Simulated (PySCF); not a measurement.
C3H7O2, SMILES COCC[O], multiplicity 2.

Geometry: B3LYP-D3(BJ)/def2-SVP. The isomer is the one that the SMILES or the coordinates give; other isomers of the formula were not compared. Other conformers were not sampled.

Method: TDA-PBE0/def2-SVPD run with PySCF 2.14.0.

Vertical excitations. 

Computed lowest excited states:
```csv
state,energy (eV),λ (nm),f,main pairs
root 1,0.47,2641,0.000,"β HOMO→LUMO 69 %, β HOMO−1→LUMO 27 %"
root 2,3.19,389,0.027,"β HOMO−1→LUMO 66 %, β HOMO→LUMO 29 %"
root 3,4.39,282,0.009,β HOMO−2→LUMO 90 %
root 4,4.80,258,0.013,"β HOMO−5→LUMO 63 %, β HOMO−3→LUMO 17 %"
root 5,5.74,216,0.003,"β HOMO−3→LUMO 74 %, β HOMO−5→LUMO 15 %"
root 6,6.30,197,0.001,β HOMO−4→LUMO 81 %
root 7,6.82,182,0.001,"α HOMO→LUMO 18 %, β HOMO→LUMO+1 76 %"
root 8,6.97,178,0.006,"α HOMO→LUMO 78 %, β HOMO→LUMO+1 18 %"
root 9,7.18,173,0.043,β HOMO−6→LUMO 82 %
root 10,7.21,172,0.001,"α HOMO→LUMO+1 21 %, β HOMO→LUMO+2 53 %"
```
Unrestricted roots are not spin-pure.
